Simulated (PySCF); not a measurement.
## YO: frontier orbitals

PBE at R = 1.785 Å; Y def2-TZVPP with ECP28, O def2-TZVPP; scalar-relativistic core potentials (PySCF 2.14). State: ²Σ⁺ (doublet), unpaired electrons σ ↑. Only the outer orbitals are listed, counted within each symmetry, core potentials removing the inner ones.

```csv
spin,orbital,occ.,ε (eV),on Y (%),main shells (%)
α,3σ,1,-27.85,84,"84 Y p, 13 O s"
α,1π,1,-27.17,100,100 Y p
α,1π,1,-27.17,100,100 Y p
α,4σ,1,-19.02,21,"79 O s, 13 Y p"
α,2π,1,-6.33,24,"76 O p, 21 Y d"
α,2π,1,-6.33,24,"76 O p, 21 Y d"
α,5σ,1,-5.98,28,"70 O p, 20 Y d"
α,6σ,1,-3.92,100,85 Y s
α,1δ,0,-2.21,100,100 Y d
α,1δ,0,-2.21,100,100 Y d
α,3π,0,-1.85,98,"74 Y p, 24 Y d"
β,3σ,1,-27.72,83,"83 Y p, 14 O s"
β,1π,1,-27.03,100,100 Y p
β,1π,1,-27.03,100,100 Y p
β,4σ,1,-19.04,21,"79 O s, 14 Y p"
β,2π,1,-6.32,22,"77 O p, 19 Y d"
β,2π,1,-6.32,22,"77 O p, 19 Y d"
β,5σ,1,-5.97,26,"72 O p, 19 Y d"
β,6σ,0,-3.01,100,86 Y s
β,1δ,0,-1.60,100,100 Y d
β,1δ,0,-1.60,100,100 Y d
```

Question: Which are the highest filled and the lowest empty level, where do they sit, and how wide is the gap?

Answer: Highest filled α 6σ at -3.92 eV (in %: 85 Y s); lowest empty β 6σ at -3.01 eV (in %: 86 Y s); the gap at PBE is 0.91 eV.

```json
{
  "bond order (Mayer)": "2.35",
  "⟨S²⟩": "0.752",
  "charge on Y (Mulliken, basis-dependent)": "0.47",
  "charge on Y (Löwdin, basis-dependent)": "0.06",
  "dipole moment (positive dipole means Y(−)O(+))": "-4.27 D",
  "polarisability along the bond": "98.1 bohr³",
  "polarisability across the bond": "140.5 bohr³"
}
```

Spin–orbit coupling is left out. The state is the lowest single determinant that the PBE0 search found; with open d or f shells the true ground state can be another one.
